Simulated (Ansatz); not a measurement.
`O[Si](Cl)(Cl)Cl` + CH₃NH₂ → `CN[Si](Cl)(Cl)Cl` + H₂O at 700 K and 1 bar (ligand exchange at the Si–O bond).

Program: Ansatz. Geometries: PBE0-D4/def2-TZVP. ΔE: electronic, gas phase. CCSD(T)/CBS is the MP2 limit (def2-TZVPP, def2-QZVPP) plus CCSD(T) − MP2 in def2-TZVPP, frozen cores. This one scheme is used for every species. One conformer a species, not always the lowest.

```tsv
species	CCSD(T)/CBS energy (Eh)	H − E (kJ/mol)	S (J/(mol·K))
`O[Si](Cl)(Cl)Cl`	-1744.40331	116.4	444.8
CH₃NH₂	-95.75281	207.6	296.6
`CN[Si](Cl)(Cl)Cl`	-1763.76586	244.1	520.2
H₂O	-76.37941	80.5	218.4
```

H − E and S are ideal-gas, rigid-rotor, harmonic terms from PBE0-D4/def2-TZVP, for one conformer and one mirror image of each species. 1 Eh = 2625.50 kJ/mol, R = 8.31446 J/(mol·K).

Problem. By hand: ΔE, ΔH, ΔS and ΔG.

Solution. ΔE = (-1763.76586) + (-76.37941) − (-1744.40331) − (-95.75281) = 0.01085 Eh = 28.5 kJ/mol. Δ(H − E) = 244.1 + 80.5 − 116.4 − 207.6 = 0.6, so ΔH = 29.1 kJ/mol. ΔS = 520.2 + 218.4 − 444.8 − 296.6 = -2.8 J/(mol·K). ΔG = 29.1 − 700 × (-2.8)/1000 = 31.1 kJ/mol.

Problem. By hand: the equilibrium constant, and the temperature at which ΔG would vanish if ΔH and ΔS stayed fixed.

Solution. log₁₀ K = −ΔG/(RT ln 10) = -2.3. ΔH and −TΔS have one sign here, so there is no such temperature. One of them is within its doubt of zero, so this could turn.

The number of gas molecules stays the same, so ΔS is small and ΔH decides. A doubt of 5 kJ/mol in ΔE shifts log₁₀ K by 0.4 here. Other conformers and mirror images would add mixing entropy, several J/(mol·K) or more a flexible species. Modes under 60 cm⁻¹, often nearly free rotors, make the harmonic entropy too high. These are equilibria of isolated gas molecules and say nothing of rates. Largest T1 diagnostic: 0.009 (customary marks: 0.02 for closed shells, 0.045 for open ones).
